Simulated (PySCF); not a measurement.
FIn, charge +1, doublet, at a GFN2-xTB geometry (such geometries of metal compounds can be far from the true shape) (a state made from the parent by changing its charge; the spin is typed, not shown lowest) (core potentials on In); DF-BLYP/def2-TZVPD run with PySCF.

The PySCF input:
```python
from pyscf import gto, scf, dft
import numpy

mol = gto.Mole()
mol.atom = '''
    In   -0.00000000   -0.00000000   -0.35495561
    F     0.00000000    0.00000000    1.93253608
'''
mol.basis = 'def2-tzvpd'
mol.ecp = {'In': 'def2-tzvpd'}
mol.charge = 1
mol.spin = 1
mol.verbose = 4
mol.build()
print('smallest overlap eigenvalue', numpy.linalg.eigvalsh(mol.intor('int1e_ovlp'))[0])

mf = dft.UKS(mol)
mf.xc = 'blyp'
mf = mf.density_fit(auxbasis='def2-universal-jkfit')
mf = scf.addons.remove_linear_dep_(mf, threshold=1e-3, lindep=1e-3)
mf.kernel()
mf.analyze()
```

Q: What does PySCF print? Leave out banner, timings and long lists.

A: 
```
PySCF version 2.14.0

[INPUT] verbose = 4
[INPUT] num. atoms = 2
[INPUT] num. electrons = 29
[INPUT] charge = 1
[INPUT] spin (= nelec alpha-beta = 2S) = 1
[INPUT] symmetry False subgroup None
[INPUT] Mole.unit = angstrom
[INPUT] Symbol           X                Y                Z      unit          X                Y                Z       unit  Magmom
[...]
nuclear repulsion = 43.7223415066833
number of shells = 32
number of NR pGTOs = 152
number of NR cGTOs = 96
basis = def2-tzvpd
ecp = {'In': 'def2-tzvpd'}
input.py:20: DeprecationWarning: remove_linear_dep_ is deprecated and will be removed in a future release. Linear dependency handling is now built into the SCF procedure by default. Linear dependency removal can be controlled using the following settings:
  pyscf.scf.hf.remove_overlap_zero_eigenvalue = True
  pyscf.scf.hf.overlap_zero_eigenvalue_threshold = 1e-6

  mf = scf.addons.remove_linear_dep_(mf, threshold=1e-3, lindep=1e-3)
smallest overlap eigenvalue 0.002780927663609648
Applying remove_linear_dep_ on SCF object.
Using canonical orthogonalization with threshold 0.001

******** <class 'pyscf.df.df_jk.DFUKS'> ********
method = DFUKS
initial guess = minao
damping factor = 0
level_shift factor = 0
DIIS = <class 'pyscf.scf.diis.CDIIS'>
diis_start_cycle = 1
diis_space = 8
diis_damp = 0
SCF conv_tol = 1e-09
SCF conv_tol_grad = None
SCF max_cycles = 50
direct_scf = False
number electrons alpha = 15  beta = 14
XC library pyscf.dft.libxc version 7.1.2
    S. Lehtola, C. Steigemann, M. J. T. Oliveira, and M. A. L. Marques,  SoftwareX 7, 1–5 (2018)
XC functionals = blyp
    A. D. Becke,  Phys. Rev. A 38, 3098 (1988)
    C. Lee, W. Yang, and R. G. Parr,  Phys. Rev. B 37, 785 (1988)
    B. Miehlich, A. Savin, H. Stoll, and H. Preuss,  Chem. Phys. Lett. 157, 200 (1989)
radial grids:
    Treutler-Ahlrichs [JCP 102, 346 (1995); DOI:10.1063/1.469408] (M4) radial grids

becke partition: Becke, JCP 88, 2547 (1988); DOI:10.1063/1.454033
pruning grids: <function nwchem_prune>
grids dens level: 3
symmetrized grids: False
atomic radii adjust function: <function treutler_atomic_radii_adjust>
small_rho_cutoff = 0
Set gradient conv threshold to 3.16228e-05
tot grids = 36136
init E= -257.442502996027

cycle= 1 E= -288.97390545909  delta_E= -31.5  |g|=  1.4  |ddm|=   31
cycle= 2 E= -287.894765282358  delta_E= 1.08  |g|= 2.44  |ddm|= 6.67
cycle= 3 E= -289.458258422573  delta_E= -1.56  |g|= 0.684  |ddm|= 3.32
[...]
converged SCF energy = -289.671928523861  <S^2> = 0.75449259  2S+1 = 2.0044876
Total Energy =                        -289.671928523861425
[...]
spin_pop of  0 In 6dxy      0.00190
spin_pop of  0 In 6dyz      0.00328
spin_pop of  0 In 6dz^2     0.00190
spin_pop of  0 In 6dxz      0.00182
spin_pop of  0 In 6dx2-y2    0.00001
spin_pop of  0 In 7dxy     -0.00020
spin_pop of  0 In 7dyz     -0.00012
spin_pop of  0 In 7dz^2    -0.00020
spin_pop of  0 In 7dxz     -0.00008
spin_pop of  0 In 7dx2-y2   -0.00001
spin_pop of  0 In 4f-3      0.00000
spin_pop of  0 In 4f-2      0.00000
spin_pop of  0 In 4f-1      0.00000
spin_pop of  0 In 4f+0      0.00009
spin_pop of  0 In 4f+1      0.00000
spin_pop of  0 In 4f+2      0.00000
spin_pop of  0 In 4f+3      0.00000
spin_pop of  0 In 5f-3      0.00000
spin_pop of  0 In 5f-2      0.00000
spin_pop of  0 In 5f-1      0.00001
spin_pop of  0 In 5f+0      0.00015
spin_pop of  0 In 5f+1      0.00001
spin_pop of  0 In 5f+2      0.00001
spin_pop of  0 In 5f+3      0.00000
spin_pop of  1 F 1s       -0.00000
spin_pop of  1 F 2s        0.00059
spin_pop of  1 F 3s        0.00595
spin_pop of  1 F 4s        0.00254
spin_pop of  1 F 5s        0.00082
spin_pop of  1 F 6s        0.00026
spin_pop of  1 F 2px       0.00178
spin_pop of  1 F 2py       0.00178
spin_pop of  1 F 2pz       0.57366
spin_pop of  1 F 3px      -0.00064
spin_pop of  1 F 3py      -0.00064
spin_pop of  1 F 3pz       0.00368
spin_pop of  1 F 4px      -0.00002
spin_pop of  1 F 4py      -0.00002
spin_pop of  1 F 4pz       0.00008
spin_pop of  1 F 5px      -0.00001
spin_pop of  1 F 5py      -0.00001
spin_pop of  1 F 5pz      -0.00016
spin_pop of  1 F 3dxy      0.00000
spin_pop of  1 F 3dyz     -0.00005
spin_pop of  1 F 3dz^2     0.00032
spin_pop of  1 F 3dxz     -0.00005
spin_pop of  1 F 3dx2-y2    0.00000
spin_pop of  1 F 4dxy      0.00000
spin_pop of  1 F 4dyz     -0.00009
spin_pop of  1 F 4dz^2     0.00012
spin_pop of  1 F 4dxz     -0.00009
spin_pop of  1 F 4dx2-y2    0.00000
spin_pop of  1 F 5dxy      0.00000
spin_pop of  1 F 5dyz     -0.00012
spin_pop of  1 F 5dz^2     0.00012
spin_pop of  1 F 5dxz     -0.00012
spin_pop of  1 F 5dx2-y2    0.00000
spin_pop of  1 F 4f-3     -0.00000
spin_pop of  1 F 4f-2     -0.00000
spin_pop of  1 F 4f-1      0.00002
spin_pop of  1 F 4f+0      0.00004
spin_pop of  1 F 4f+1      0.00002
spin_pop of  1 F 4f+2     -0.00000
spin_pop of  1 F 4f+3     -0.00000
In total            15.00000 | 14.00000

WARN: System has nonzero charge 1; the dipole moment is origin-dependent.
Location of origin: [0. 0. 0.]

Dipole moment(X, Y, Z, Debye):  0.00000, -0.00000, -3.73643
```
